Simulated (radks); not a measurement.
Species: Yb0.5+. Configuration: [Xe] 4f13 6s1 6p1.5 (fractional occupations, a model configuration). Calculated with a radial shooting solver on a logarithmic mesh with Libxc functionals: scalar-relativistic Kohn-Sham, SCAN, spin-unpolarised, spherical densities, finite nucleus; meta-GGA in the generalised Kohn-Sham scheme; Fermi nuclear charge, rms radius 5.3108 fm. Some entries of the table are withheld. Estimate them.

orbital,occ.,eigenvalue (eV),<1/r> (bohr^-1)
1s,2,-61325.06,80.62
2s,2,(1),18.82
2p,6,-9187.683,17.26
3s,2,(2),6.959
3p,6,(3),6.471
3d,10,-1538.796,6.119
4s,2,-483.9492,2.934
4p,6,-359.7991,2.680
4d,10,-195.9330,2.371
5s,2,(4),1.116
5p,6,-38.7026,0.9301
4f,13,-17.2005,1.789
6s,1,-9.1834,0.3746
6p,1.5,-4.8733,0.2828

Answer. 
(1) 2s eigenvalue (eV): -10427.01
(2) 3s eigenvalue (eV): -2373.141
(3) 3p eigenvalue (eV): -1997.027
(4) 5s eigenvalue (eV): -67.6770
